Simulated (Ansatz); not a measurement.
Consider the hydrogenolysis of a B–Cl bond: `CB(Cl)[SiH2]O` + H₂ → `CB[SiH2]O` + HCl.

Program: Ansatz. Geometries: PBE0-D4/def2-TZVP. ΔE: electronic, gas phase. CBS: MP2 limit from def2 TZ/QZ plus the TZ coupled-cluster correction, frozen cores. This one scheme is used for every species. DFT in def2-TZVPP. One conformer a species, not always the lowest.

```
         level  ΔE (kJ/mol)
        PBE-D4         91.2
     r2SCAN-D4         91.5
           PBE         85.8
CCSD/CBS(def2)         79.3
```

**Question.** What does CCSD(T)/CBS give? (An estimate is asked.)

**Answer.** The calculation gave: +85.5 kJ/mol. The listed levels differ from it by 5.7, 6.0, 0.3, -6.2 kJ/mol.

Largest T1 diagnostic among the species: 0.012.

The D4 term adds +8.8 kJ/mol with B3LYP and +4.7 kJ/mol with PBE0; it sums over pairs of atoms, weighted by their polarisabilities, and B3LYP, whose exchange is more repulsive, gets the larger term. From PBE to PBE0 (25 % exact exchange), in def2-TZVPP and without D4, ΔE moves by −4.2 kJ/mol.

B3LYP here is the variant with VWN-RPA as its local correlation; programs differ in this.
